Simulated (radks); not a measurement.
Nd, 60 electrons, occupied as [Xe] 4f3 6s2 6p1 (not the ground configuration). Calculated with a radial shooting solver on a logarithmic mesh with Libxc functionals: scalar-relativistic Kohn-Sham, SCAN, spin-polarised, spherical densities, finite nucleus; open shells are filled with parallel spins first (spin-orbit coupling, left out, can overturn this in heavy ions); meta-GGA in the generalised Kohn-Sham scheme; Fermi nuclear charge, rms radius 4.9123 fm.

Normalised radial functions P(r) = r R(r), r in bohr:

r            5p up  6s down    6p up
0.0009797   0.0008   0.0120   0.0002
0.001338    0.0013   0.0155   0.0004
0.001829    0.0022   0.0199   0.0006
0.002498    0.0038   0.0252   0.0011
0.00344     0.0066   0.0314   0.0019
0.0047      0.0113   0.0381   0.0032
0.006421    0.0191   0.0445   0.0055
0.008772    0.0317   0.0491   0.0091
0.01208     0.0522   0.0495   0.0150
0.0165      0.0820   0.0422   0.0235
0.02255     0.1222   0.0238   0.0351
0.0308      0.1690  -0.0070   0.0485
0.04208     0.2078  -0.0454   0.0597
0.05795     0.2087  -0.0763   0.0599
0.07917     0.1331  -0.0721   0.0381
0.1082     -0.0346  -0.0151  -0.0102
0.1478     -0.2343   0.0732  -0.0674
0.2035     -0.3076   0.1161  -0.0879
0.278      -0.1020   0.0352  -0.0279
0.3798      0.2865  -0.1190   0.0837
0.5188      0.4705  -0.1613   0.1324
0.7145      0.1353   0.0182   0.0275
0.9761     -0.4955   0.2410  -0.1532
1.333      -0.8835   0.2318  -0.2228
1.822      -0.7959  -0.0534  -0.0850
2.509      -0.4320  -0.4093   0.1943
3.427      -0.1482  -0.5800   0.4343
4.682      -0.0308  -0.4738   0.5012
6.397      -0.0036  -0.2395   0.3705
8.809      -0.0002  -0.0703   0.1682
12.03      0.0000  -0.0111   0.0465
16.44      0.0000  -0.0008   0.0071

5p up: eigenvalue -28.599 eV, 3 radial nodes at r = 0.102, 0.303, 0.767 bohr, <r> = 1.66 bohr, 90 % of the charge inside 2.41 bohr. 6s down: eigenvalue -4.759 eV, 5 radial nodes at r = 0.0290, 0.114, 0.299, 0.698, 1.74 bohr, <r> = 4.03 bohr, 90 % of the charge inside 5.83 bohr. 6p up: eigenvalue -2.466 eV, 4 radial nodes at r = 0.102, 0.302, 0.751, 2.02 bohr, <r> = 5.10 bohr, 90 % of the charge inside 7.47 bohr.

Empty levels of this run are not shown, since the potential may be unsettled where no density lies.
